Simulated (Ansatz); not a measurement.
`O[SiH](O)[NH][GeH3]`, relaxed with RKS PBE0-D4/def2-TZVP in Ansatz 0.2.0 from a GFN2-xTB geometry. The force threshold is 0.005 eV/Å; the program also tests the step.

Charge 0, multiplicity 1.

Start:

```xyz
12

O     1.563   -0.187    1.300
Si    1.028    0.576   -0.031
O     2.206    0.540   -1.141
N    -0.303   -0.282   -0.732
Ge   -1.905   -0.513    0.058
H     0.932   -0.500    1.941
H     0.700    1.961    0.305
H     3.103    0.454   -0.836
H    -0.307   -0.257   -1.739
H    -2.738   -1.365   -0.845
H    -2.618    0.780    0.353
H    -1.661   -1.206    1.368
```

```json
{"step": "1", "energy (eV)": "-70083.9015", "largest force (eV/Å)": "1.244", "largest move (Å)": "0.000"}
{"step": "2", "energy (eV)": "-70083.9828", "largest force (eV/Å)": "0.615", "largest move (Å)": "0.052"}
{"step": "3", "energy (eV)": "-70083.9964", "largest force (eV/Å)": "0.227", "largest move (Å)": "0.037"}
{"step": "4", "energy (eV)": "-70084.0119", "largest force (eV/Å)": "0.107", "largest move (Å)": "0.128"}
{"step": "5 (rejected)", "energy (eV)": "-70084.0006", "largest force (eV/Å)": "1.487", "largest move (Å)": "0.195"}
{"step": "6", "energy (eV)": "-70084.0248", "largest force (eV/Å)": "0.088", "largest move (Å)": "0.097"}
{"step": "7", "energy (eV)": "-70084.0347", "largest force (eV/Å)": "0.473", "largest move (Å)": "0.097"}
{"step": "8", "energy (eV)": "-70084.0584", "largest force (eV/Å)": "0.319", "largest move (Å)": "0.150"}
{"step": "9", "energy (eV)": "-70084.0621", "largest force (eV/Å)": "0.645", "largest move (Å)": "0.195"}
{"step": "10", "energy (eV)": "-70084.0876", "largest force (eV/Å)": "0.093", "largest move (Å)": "0.158"}
{"step": "11", "energy (eV)": "-70084.0906", "largest force (eV/Å)": "0.205", "largest move (Å)": "0.086"}
{"step": "14", "energy (eV)": "-70084.1036", "largest force (eV/Å)": "0.159", "largest move (Å)": "0.049"}
{"step": "17", "energy (eV)": "-70084.1114", "largest force (eV/Å)": "0.134", "largest move (Å)": "0.080"}
{"step": "20", "energy (eV)": "-70084.1140", "largest force (eV/Å)": "0.016", "largest move (Å)": "0.036"}
{"step": "23", "energy (eV)": "-70084.1155", "largest force (eV/Å)": "0.039", "largest move (Å)": "0.012"}
{"step": "26 (rejected)", "energy (eV)": "-70084.1135", "largest force (eV/Å)": "0.246", "largest move (Å)": "0.191"}
{"step": "29", "energy (eV)": "-70084.1190", "largest force (eV/Å)": "0.039", "largest move (Å)": "0.099"}
{"step": "32", "energy (eV)": "-70084.1197", "largest force (eV/Å)": "0.014", "largest move (Å)": "0.036"}
{"step": "35", "energy (eV)": "-70084.1218", "largest force (eV/Å)": "0.038", "largest move (Å)": "0.015"}
{"step": "38 (rejected)", "energy (eV)": "-70084.1232", "largest force (eV/Å)": "0.098", "largest move (Å)": "0.106"}
{"step": "41", "energy (eV)": "-70084.1246", "largest force (eV/Å)": "0.045", "largest move (Å)": "0.011"}
{"step": "44", "energy (eV)": "-70084.1250", "largest force (eV/Å)": "0.009", "largest move (Å)": "0.021"}
{"step": "46", "energy (eV)": "-70084.1250", "largest force (eV/Å)": "0.004", "largest move (Å)": "0.002"}
```

End:

```xyz
12

O     2.223   -0.666    0.749
Si    1.024    0.341    0.238
O     1.772    1.319   -0.842
N    -0.289   -0.466   -0.482
Ge   -2.084   -0.217   -0.159
H     1.976   -1.363    1.357
H     0.456    1.104    1.375
H     2.719    1.419   -0.731
H    -0.089   -1.003   -1.315
H    -2.761   -1.595   -0.033
H    -2.746    0.562   -1.311
H    -2.200    0.565    1.154
```

Hardware: 2 threads of an AMD EPYC 7R13 on a shared host and a share of an NVIDIA H100 80 GB. Wall time 63 s, peak host memory 0.93 GiB.
